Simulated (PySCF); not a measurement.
A GIAO shielding run with PySCF (density fitting, non-relativistic, gas phase) on `[SiH3]N([SiH3])[SiH2]Cl`, ClH$_{8}$NSi$_{3}$:

```
{"job": {"kind": "nmr", "xc": "KT3", "basis": "pcSseg-1", "pop": false}, "charge": 0, "multiplicity": 1}
Si    -2.301424     2.591217    -2.013164
N     -3.784187     3.504059    -1.747338
Si    -5.324840     2.654735    -1.662166
Si    -3.743166     5.236072    -1.800541
Cl    -4.400902     5.933268    -3.639289
H     -2.692591     1.167565    -2.238119
H     -1.391842     2.671768    -0.831447
H     -1.572929     3.108870    -3.209538
H     -5.645102     1.965746    -2.947637
H     -6.378599     3.669947    -1.367210
H     -5.289580     1.631230    -0.575171
H     -2.331341     5.674421    -1.626805
H     -4.638833     5.827617    -0.772927
```

Hardware: 1 thread of an x86-64 server CPU, shared host.

**Question.** How large is the calculation?

**Answer.** 74 electrons, 153 basis functions and 888 auxiliary functions.

**Question.** How long does it take?

**Answer.** 21 s of wall time, with 14 SCF cycles. Times on a shared host scatter by some tens of per cent.

**Question.** And these other runs on the same molecule and hardware: GIAO shielding at B3LYP/pcSseg-1; GIAO shielding at B97-D/pcSseg-1; GIAO shielding at BLYP/pcSseg-1; GIAO shielding at BP86/pcSseg-1; GIAO shielding at HF/pcSseg-1; GIAO shielding at KT2/pcSseg-1?

**Answer.** B3LYP/pcSseg-1: 153 functions, 12 s; B97-D/pcSseg-1: 153 functions, 20 s; BLYP/pcSseg-1: 153 functions, 20 s; BP86/pcSseg-1: 153 functions, 22 s; HF/pcSseg-1: 153 functions, 8.6 s; KT2/pcSseg-1: 153 functions, 22 s.
